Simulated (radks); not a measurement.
Valence configurations of Eu I (all share [Xe]). Calculated with a radial shooting solver on a logarithmic mesh with Libxc functionals: Dirac Kohn-Sham, LDA (Slater exchange, Perdew-Wang correlation), spin-unpolarised, spherical densities, finite nucleus; open shells fill j = l - 1/2 first; Fermi nuclear charge, rms radius 5.1115 fm. Energies are relative to 4f7 6s2; eigenvalues in eV.

valence          E (eV)  e(4f5/2)  e(4f7/2)  e(5d3/2)  e(6p1/2)  e(6s1/2)
4f7 6s2           0.000    -3.078    -2.464         -         -    -3.760
4f6.5 5d0.5 6s2   0.831    -5.734    -5.091    -2.362         -    -3.991
4f7 6s1.5 6p0.5   1.198    -3.677    -3.062         -    -1.680    -4.108
4f7 5d1 6s1       2.075    -2.013    -1.401    -1.234         -    -3.414
4f7 6s1 6p1       2.430    -4.248    -3.633         -    -1.928    -4.427
4f6 5d1 6s2       2.773    -8.646         -    -2.896         -    -4.176
4f7 5d2           4.314    -1.491    -0.880    -1.015         -         -
4f6 6s2 6p1       4.722   -11.780         -         -    -2.388    -5.402
4f5 5d2 6s2      11.180   -15.130         -    -3.939         -    -4.454

NIST lists [Xe] 4f7 6s2 as the ground configuration; this level of theory agrees among the configurations tried. The energies are those of spherical spin-averaged densities, not of single terms. No valid solution was reached for [Xe] 4f8 6s1.
